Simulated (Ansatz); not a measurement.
Molecule: ScF2 (charge +1, singlet). The spin state was set by rule; other spins were not relaxed. 
Geometry from a B3LYP-D3(BJ)/def2-TZVP (Ansatz, a quantum-chemistry and plane-wave program) optimisation:
```xyz
3

Sc     0.4393     0.0187    -0.0552
F     -0.6793     1.1107    -0.8802
F     -0.3456    -1.1543     1.0090
```
Charge +1, spin multiplicity 1.

Basis-set convergence of Hartree-Fock and CCSD(T) correlation energies (hartree) with Ansatz. Correlated levels leave the core frozen unless marked. Spin-orbit coupling is left out. Frozen are the shells of the preceding noble gas and the d and f shells that filled before the atom's block. Non-relativistic.

```json
[
 {"basis": "def2-SVP", "functions": "59", "E(HF)": "-958.27697", "E(corr, CCSD(T))": "-0.44828", "rough core time": "under 20 s"},
 {"basis": "def2-TZVPP", "functions": "126", "E(HF)": "-958.63430", "E(corr, CCSD(T))": "-0.58541", "rough core time": "under 20 s"},
 {"basis": "def2-QZVPP", "functions": "207", "E(HF)": "-958.65886", "E(corr, CCSD(T))": "-0.63429", "rough core time": "27 s"}
]
```

Extrapolating the two largest sets (X = 3 and 4) as X^-3: E(corr) = (64·(-0.63429) - 27·(-0.58541))/37 = -0.6700 Eh, an estimate of the basis-set limit. The largest set recovers 94.7 % of it, the smallest 66.9 %.
